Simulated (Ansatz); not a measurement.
Process, species as SMILES: C[C@@H]1CC[C@H](C)C1 → [CH2][C@@H]1CC[C@H](C)C1 + H atom (the C-H bond at the site shown breaks; other sites are not compared here)
Each molecule is optimised on its own at B3LYP-D3(BJ)/def2-TZVP (Ansatz, an electronic-structure program), one conformer each, not searched for the lowest. Frequencies are from Ansatz.

Wanted: bond dissociation energy (enthalpy at 298 K, with B3LYP-D3(BJ) rigid-rotor harmonic-oscillator terms), in kcal/mol. Correlated levels leave the core frozen unless marked. Open shells are spin-unrestricted. Spin-orbit coupling is left out. Non-relativistic. CBS(X,Y): correlation extrapolated as X^-3; Hartree-Fock from the larger set. [CCSD(T)-MP2]/basis is that difference in the basis named.

```
level                                                     program  bond dissociation energy (kcal/mol)  minus last row
-------------------------------------------------  --------------  -----------------------------------  --------------
HF/cc-pVQZ                                                 Ansatz                                 75.5           -26.5
revPBE/def2-TZVPD                                          Ansatz                                 94.8            -7.2
B3LYP-D4/def2-TZVPD                                Ansatz + dftd4                                 99.0            -3.0
PBE0-D3(BJ)/def2-TZVPD                             Ansatz + dftd3                                 97.5            -4.5
r2SCANh/def2-TZVPD                                         Ansatz                                 95.7            -6.3
CCSD(T)/cc-pVDZ                                            Ansatz                                 97.7            -4.3
RI-MP2/CBS(cc-pVTZ,cc-pVQZ)+[CCSD(T)-MP2]/cc-pVTZ          Ansatz                                102.0             0.0
```
